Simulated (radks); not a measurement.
Results of a calculation; reference values are marked as such.
Excited configurations of Fe III: one electron is placed in a higher orbital outside [Ar] 3d5. The ground configuration is [Ar] 3d6. Code: a radial shooting solver on a logarithmic mesh with Libxc functionals. Model: scalar-relativistic Kohn-Sham, r2SCAN, spin-polarised, spherical densities, finite nucleus; open shells are filled with parallel spins first; meta-GGA in the generalised Kohn-Sham scheme; Fermi nuclear charge, rms radius 3.7377 fm. Excitation = E - E(ground); binding = E(ion) - E, where the ion is the core of charge +3; n* = 3/sqrt(2 binding) in atomic units, and the quantum defect is n - n*.

outer orbital  excitation (eV)  binding (eV)     n*  quantum defect  eigenvalue (eV)  <r> (bohr)
4s                       2.592        27.374  2.115           1.885          -23.581       2.356
4p                       9.435        20.531  2.442           1.558          -17.253       2.785
5p                      19.617        10.349  3.440           1.560           -8.912       5.759
5d                      22.767         7.199  4.124           0.876           -6.072       7.651
5f                      24.912         5.054  4.922           0.078           -4.222       10.18
6s                      22.705         7.261  4.107           1.893           -6.332       8.588
6d                      25.246         4.720  5.093           0.907           -4.044       12.23
7d                      26.634         3.332  6.062           0.938           -2.884       17.79
7f                      27.336         2.630  6.823           0.177           -2.264       21.76

The Delta-SCF ionisation energy is 29.966 eV (NIST Atomic Spectra Database: 30.65 eV, measured). Self-interaction in the functional shifts the binding energies and quantum defects, so they are the method's values and not measured ones. Open shells are spherical and high-spin; term and fine-structure splittings are not resolved.
